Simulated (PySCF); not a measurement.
## Working out the ionisation energy of Pt⁺

Pt⁺ [Xe] 4f14 5d9 (2D) → Pt²⁺ [Xe] 4f14 5d8 (3F). Calculation: PySCF 2.14, in ANO-RCC-VTZP; scalar relativity by spin-free X2C-1e. Frozen: [Kr] 4d10 4f14. Energies in hartree (1 hartree = 27.21139 eV):

| part | Pt⁺ (lower) | Pt²⁺ (upper) |
| --- | --- | --- |
| UHF | -18409.204687 | -18408.583036 |
| MP2 opposite-spin | -0.328271 | -0.282640 |
| MP2 same-spin | -0.160723 | -0.134640 |

What does Hartree-Fock give?

(-18408.583036) − (-18409.204687) = 0.621651 hartree = 16.916 eV.

What do MP2 and SCS-MP2 (6/5 opposite-spin, 1/3 same-spin) give?

The opposite-spin parts differ by 1.242 eV and the same-spin parts by 0.710 eV. MP2: 16.916 + (1.242) + (0.710) = 18.868 eV. SCS-MP2: 16.916 + 1.2 × (1.242) + (0.710)/3 = 18.643 eV.

A first-order spin-orbit estimate adds -0.347 eV to MP2 (valence and next inner shell), giving 18.521 eV against 18.56 ± 0.12 eV (measured; NIST Atomic Spectra Database, ionization energies).

What remains against the reference includes basis incompleteness, the frozen core and correlation beyond second order.
